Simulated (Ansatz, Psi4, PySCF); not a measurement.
C$_{3}$H$_{9}$B (SMILES CB(C)C), singlet, at a GFN2-xTB geometry. Base run: CCSD(T)/STO-3G in PySCF.

PySCF was given this input:
```python
from pyscf import gto, scf, cc

mol = gto.Mole()
mol.atom = '''
    B     0.000011    0.000265    0.000368
    C     1.526233   -0.148233   -0.370683
    H     1.837628   -1.191716   -0.340873
    H     2.141736    0.362178    0.370156
    H     1.791906    0.250783   -1.346705
    C    -0.550142   -0.622278    1.341599
    H    -1.311379   -1.371296    1.124130
    H    -1.048682    0.134363    1.946360
    H     0.207890   -1.095705    1.960904
    C    -0.976066    0.770665   -0.970706
    H    -1.997908    0.852717   -0.608273
    H    -1.009992    0.277987   -1.942191
    H    -0.611403    1.778441   -1.166611
'''
mol.basis = 'sto-3g'
mol.charge = 0
mol.spin = 0
mol.verbose = 3
mol.build()

mf = scf.RHF(mol)
mf.kernel()

mycc = cc.CCSD(mf)
mycc.kernel()
et = mycc.ccsd_t()
print('E(CCSD(T)) = %.10f' % (mycc.e_tot + et))
```

The same geometry, method and basis name were run in Ansatz (a program for electronic structure) and Psi4 and PySCF, at each program's defaults and at the settings that a row names. The base is PySCF at its defaults. Differences at the defaults can come from grids, fitting, cores and function types together.

| code and settings | ΔE vs base (µEh) | basis functions | E (Eh) | SCF cycles |
|---|---|---|---|---|
| PySCF, defaults (exact integrals, spherical functions, all electrons correlated) | 0.0 | 29 | -142.11204 | 7 |
| Psi4, defaults (exact integrals, spherical functions, all electrons correlated) | 0.1 | 29 | -142.11204 | 9 |
| Ansatz, defaults (factorised integrals, spherical functions, frozen core) | 1981 | 29 | -142.11006 | - |
| PySCF, frozen core | 1949 | 29 | -142.11009 | 7 |
| Psi4, exact integrals, spherical functions, frozen core | 1950 | 29 | -142.11009 | 9 |
| Ansatz, high accuracy, frozen core | 1950 | 29 | -142.11009 | - |
